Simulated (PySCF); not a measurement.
**Heteronuclear NMR**

Cartesian coordinates in Å; atom numbers follow the order of the lines, from 1:
```xyz
14

C     1.768   -0.089   -0.376
C     0.504   -0.300    0.465
C    -0.203    1.018    0.764
O     0.268    1.958    1.346
C    -1.565    0.929    0.197
C    -1.738   -0.266   -0.378
F    -2.836   -0.691   -0.984
C    -0.527   -1.135   -0.275
O    -0.400   -2.248   -0.700
H     2.225   -1.049   -0.601
H     1.523    0.409   -1.311
H     2.475    0.527    0.172
H     0.784   -0.794    1.400
H    -2.279    1.732    0.259
```

Computed data (PySCF 2.14): geometry from GFN2-xTB, NMR shieldings at PBE0/pcSseg-1/GIAO. No relativistic terms, rapidly exchanging positions averaged, single conformer, isolated molecule.

Problem. Predict the ¹⁹F NMR data.

Solution. 
| atoms | environment | σ (ppm) | δ (ppm) |
| --- | --- | --- | --- |
| F7 | vinylic fluorine | 281.4 | -108.0 |

Shieldings were converted by a linear fit to measured shifts: ¹⁹F (scatter 6.0 ppm rms, 7.0 ppm with the 5 outliers that the fit left out vs CFCl3, solution or neat liquid, with a term for F on sp3 carbon). Occasional misses reach two or three times the rms, and more in compound classes unlike the fitted ones.

On a 400 MHz spectrometer ¹⁹F resonates near 376.4 MHz, so 1 ppm is 376.4 Hz.

Problem. What are the ¹⁷O shifts?

Solution. 
| atoms | environment | σ (ppm) | δ (ppm) |
| --- | --- | --- | --- |
| O9 | ketone oxygen | -340.6 | 577.0 |
| O4 | ketone oxygen | -333.8 | 570.8 |

Shieldings were converted by a linear fit to measured shifts: ¹⁷O: δ = 266.70 − 0.911σ (rms 10.7 ppm, 155 shifts, 12.2 ppm with the 3 outliers that the fit left out vs liquid water, solution or neat liquid). A few per cent of atoms miss by over 2 rms, more outside the fitted compound classes.

On a 500 MHz spectrometer ¹⁷O resonates near 67.8 MHz, so 1 ppm is 67.8 Hz.
